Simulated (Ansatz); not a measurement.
`O=[CH][Ga]([F])[GeH3]` and `[F][Ga]([Cl])[GeH3]` differ in one atom or group.

Ansatz, PBE0-D4/def2-TZVP geometries, multiplicity 1. Each molecule was computed in one conformer, which needn't be the lowest.

Scalar relativity is left out up to krypton.

```
                                          property  `O=[CH][Ga]([F])[GeH3]`
           HOMO–LUMO gap (ωB97M-V/def2-TZVPP) / eV                     8.29
size of the dipole moment (ωB97M-V/def2-TZVPP) / D                     0.84
             LUMO energy (ωB97M-V/def2-TZVPP) / eV                    -0.70
                LUMO energy (PBE0/def2-TZVPP) / eV                    -2.66
  size of the dipole moment (B3LYP/def2-TZVPP) / D                     0.76
               HOMO energy (B3LYP/def2-TZVPP) / eV                    -6.67
```

Task: What does the change do to each property? (Estimate.)

Result: The calculation gave: 
```tsv
property	`[F][Ga]([Cl])[GeH3]`	shift
HOMO–LUMO gap (ωB97M-V/def2-TZVPP) / eV	10.64	2.35
size of the dipole moment (ωB97M-V/def2-TZVPP) / D	3.06	2.22
LUMO energy (ωB97M-V/def2-TZVPP) / eV	-0.03	0.67
LUMO energy (PBE0/def2-TZVPP) / eV	-1.79	0.87
size of the dipole moment (B3LYP/def2-TZVPP) / D	3.09	2.33
HOMO energy (B3LYP/def2-TZVPP) / eV	-8.40	-1.73
```

With PBE0 the HOMO falls by 1.77 eV and the LUMO rises by 0.87 eV, so the gap widens by about 2.64 eV. PBE moves the HOMO by -1.84 eV and ωB97M-V by -1.68 eV. Dipoles are sizes alone; their direction can turn.

B3LYP here is the variant with VWN-RPA as its local correlation; programs differ in this.
